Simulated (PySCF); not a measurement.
Compound: TiBr(NMe2)3, C6H18BrN3Ti (singlet state).
Bonds: Ti1–Br2, Ti1–N3, Ti1–N12, Ti1–N21, N3–C4, N3–C5, N12–C13, N12–C14, N21–C22, N21–C23. Hydrogens: H6, H7, H8 on C4; H9, H10, H11 on C5; H15, H16, H17 on C13; H18, H19, H20 on C14; H24, H25, H26 on C22; H27, H28, H29 on C23.

Method: PBE0-D3(BJ)/def2-SVP geometry optimisation, gas phase (PySCF); density fitting, grid level 1; the optimiser is geomeTRIC in internal coordinates, started from a GFN2-xTB structure with every atom displaced at random (about 0.03 Å).

Step 1: E = -104105.9931 eV
```
atom  x, y, z in Å  |  force x, y, z in eV/Å
Ti1    -0.0016    0.0034    0.5746   -0.670   0.114   0.072
Br2    -0.1996    0.2236    2.9932    0.083  -0.040  -0.093
N3      1.7611    0.0263    0.0123    0.599   0.201  -0.137
C4      2.4888    1.0179   -0.7826   -0.843  -0.738   0.571
C5      2.6088   -0.8580    0.8005   -0.212   0.511   0.075
H6      3.0410    1.6894   -0.1078    0.330   0.123  -0.117
H7      1.7745    1.6155   -1.3700    0.064  -0.066   0.045
H8      3.1674    0.4956   -1.4723    0.280   0.148  -0.099
H9      2.0107   -1.5399    1.4336   -0.076  -0.064  -0.236
H10     3.2904   -1.4494    0.1682    0.008  -0.151  -0.059
H11     3.2135   -0.2800    1.5245    0.165   0.020  -0.064
N12    -0.8554    1.4854   -0.1704   -0.513  -0.134  -0.311
C13    -2.0228    1.4106   -1.0556    1.044   0.002   0.675
C14    -0.5654    2.8124    0.3214    0.177  -0.080  -0.103
H15    -2.9133    1.7622   -0.5129   -0.265   0.089  -0.155
H16    -2.1585    0.3678   -1.3731   -0.096   0.085  -0.042
H17    -1.8377    2.0396   -1.9393   -0.239   0.102  -0.180
H18     0.3147    2.8098    0.9881   -0.076  -0.105   0.014
H19    -0.3316    3.5201   -0.5002   -0.073  -0.071  -0.026
H20    -1.4099    3.2333    0.8980   -0.038   0.000   0.020
N21    -0.9114   -1.5350   -0.0377    0.909  -0.192   0.108
C22    -2.1584   -1.7853    0.6263   -0.424   0.358   0.128
C23    -0.3261   -2.6656   -0.7326   -0.401  -0.011   0.566
H24    -2.9493   -2.1091   -0.0783    0.036  -0.102  -0.019
H25    -2.5376   -0.8578    1.1013    0.103  -0.060  -0.101
H26    -2.0941   -2.5169    1.4543    0.105  -0.184  -0.127
H27     0.6413   -2.3916   -1.1681   -0.007   0.088  -0.171
H28    -0.1482   -3.5275   -0.0507   -0.037   0.130  -0.022
H29    -1.0107   -3.0389   -1.5142    0.068   0.027  -0.212
```

Step 2: E = -104106.1040 eV
```
atom  x, y, z in Å  |  force x, y, z in eV/Å
Ti1    -0.0300    0.0022    0.5789   -0.266   0.021  -0.057
Br2    -0.2093    0.2377    2.9912    0.042  -0.045  -0.043
N3      1.7512    0.0369    0.0179   -0.030   0.046   0.188
C4      2.4652    0.9968   -0.7763   -0.119  -0.104   0.056
C5      2.5974   -0.8274    0.8032    0.054   0.016  -0.025
H6      3.0557    1.6892   -0.1440    0.072  -0.012  -0.065
H7      1.7537    1.5859   -1.3659   -0.024   0.099  -0.085
H8      3.1584    0.4916   -1.4749    0.060   0.058  -0.017
H9      1.9965   -1.5156    1.4209   -0.039  -0.086  -0.034
H10     3.2689   -1.4315    0.1616   -0.048  -0.054   0.039
H11     3.2263   -0.2539    1.5099    0.070   0.023   0.001
N12    -0.8943    1.4628   -0.1876   -0.322   0.103  -0.193
C13    -2.0288    1.5091   -1.0729    0.071  -0.308   0.051
C14    -0.5522    2.7630    0.3223    0.285   0.054   0.115
H15    -2.9267    1.9069   -0.5584    0.010  -0.009  -0.058
H16    -2.2504    0.4987   -1.4463   -0.061   0.040  -0.010
H17    -1.8265    2.1597   -1.9433   -0.021   0.043  -0.045
H18     0.3156    2.7004    0.9979    0.037   0.031   0.049
H19    -0.2913    3.4680   -0.4921    0.000  -0.032   0.004
H20    -1.3826    3.2078    0.9017   -0.032   0.018   0.021
N21    -0.8908   -1.5634   -0.0106    0.367   0.012   0.264
C22    -2.1490   -1.8278    0.6379   -0.197   0.071   0.095
C23    -0.3061   -2.6893   -0.6867    0.040   0.199  -0.189
H24    -2.9228   -2.1783   -0.0742    0.080  -0.033  -0.025
H25    -2.5460   -0.9082    1.1000    0.025   0.038   0.026
H26    -2.0645   -2.5736    1.4571    0.018   0.001  -0.155
H27     0.6541   -2.3880   -1.1400   -0.130  -0.109   0.023
H28    -0.1213   -3.5390   -0.0065    0.028  -0.092   0.111
H29    -0.9700   -3.0631   -1.4904    0.030   0.010  -0.041
```

Q: Estimate the geometry and energy of step 3. (The exact step hangs on the optimiser's Hessian estimate; all steps are aligned on step 2, rigid shifts and turns removed.)

A: E = -104106.1334 eV, largest force 0.256 eV/Å
```
atom  x, y, z in Å  |  force x, y, z in eV/Å
Ti1    -0.0436    0.0128    0.5928   -0.013   0.115  -0.045
Br2    -0.2087    0.2312    3.0018    0.015  -0.024   0.026
N3      1.7424    0.0475    0.0348   -0.105   0.091   0.186
C4      2.4452    1.0049   -0.7656    0.114   0.073  -0.130
C5      2.5881   -0.8259    0.8070    0.099  -0.113  -0.062
H6      3.0660    1.6938   -0.1553   -0.038  -0.037   0.016
H7      1.7359    1.6082   -1.3484   -0.010   0.018  -0.003
H8      3.1357    0.5128   -1.4799   -0.044  -0.022   0.007
H9      1.9818   -1.5211    1.4134    0.006  -0.009   0.018
H10     3.2438   -1.4389    0.1558   -0.042  -0.010   0.022
H11     3.2398   -0.2683    1.5085   -0.023   0.003  -0.005
N12    -0.9082    1.4663   -0.1836   -0.094  -0.028  -0.009
C13    -2.0361    1.4856   -1.0691   -0.155   0.045  -0.108
C14    -0.5255    2.7619    0.3209    0.001  -0.003  -0.018
H15    -2.9441    1.8945   -0.5789    0.051  -0.017   0.010
H16    -2.2678    0.4718   -1.4269    0.039   0.008   0.038
H17    -1.8472    2.1196   -1.9584    0.038  -0.008   0.013
H18     0.3428    2.6838    0.9965    0.005  -0.024  -0.008
H19    -0.2529    3.4507   -0.5022    0.027   0.008   0.008
H20    -1.3430    3.2328    0.9008    0.004   0.005  -0.006
N21    -0.8774   -1.5540    0.0038    0.152  -0.096   0.182
C22    -2.1478   -1.8204    0.6339   -0.053   0.027  -0.015
C23    -0.3002   -2.6768   -0.6792    0.081   0.049  -0.188
H24    -2.9045   -2.1665   -0.0973    0.032   0.000  -0.016
H25    -2.5481   -0.9054    1.1017    0.013   0.011   0.045
H26    -2.0649   -2.5849    1.4332   -0.028   0.017  -0.068
H27     0.6614   -2.3873   -1.1345   -0.071  -0.055   0.074
H28    -0.1255   -3.5332    0.0009    0.006  -0.025   0.003
H29    -0.9571   -3.0374   -1.4960   -0.008   0.003   0.034
```

The energy changes by -0.0293 eV. The first-order estimate −F·Δx gives -0.0486 eV and the mean of the old and new forces, exact on a quadratic surface, -0.0288 eV. The step makes an angle of 70° with the force vector and moves no atom by more than 0.048 Å.

What follows is the cost of the whole optimisation. Time: 7.7 min wall, 18 min CPU; peak memory 2.4 GiB. Hardware: 2 threads, Intel Xeon 6975P-C (x86_64), no GPU (shared host).
